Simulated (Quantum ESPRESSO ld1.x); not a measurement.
Radial electron density D(r) = 4 pi r^2 rho(r) of an atom or ion with 42 electrons. Method: Dirac Kohn-Sham, relativistic LDA (MacDonald-Vosko exchange, VWN5 correlation), spin-unpolarised, spherical densities, point nucleus; computed with ld1.x of Quantum ESPRESSO 7.5.

r (bohr)  D(r) (e/bohr)
0.004374          11.88
0.005695          17.45
0.007475          25.00
0.009733          33.85
0.01278           43.53
0.01677           51.79
0.02184           56.00
0.02866           54.93
0.03732           50.39
0.04899           48.02
0.06379           53.60
0.08373           64.96
0.109             69.30
0.1431            58.82
0.1878            45.96
0.2446            47.91
0.321             54.27
0.418             43.27
0.5487            22.28
0.7145            13.58
0.9378            14.14
1.221             11.66
1.603             6.178
2.104             2.321
2.74             0.6737
3.596            0.1235
4.682           0.01262

What is the nuclear charge?

Answer. Z = 44. The innermost maximum, from 1s, lies near gamma/Z bohr with gamma = sqrt(1 - (Z/c)^2) = 0.947, here 0.0215 bohr (found: 0.0237), and its height grows with Z. The density is that of the ruthenium ion Ru2+ in [Kr] 4d6; the configuration itself is not fixed sharply by these data, and Z only to a few units. D(r) has 4 maxima, at r = 0.0237, 0.104, 0.318, 0.945 bohr, and minima at 0.0471, 0.207, 0.756 bohr, inside which lie 2.04, 11.16, 29.20 electrons.
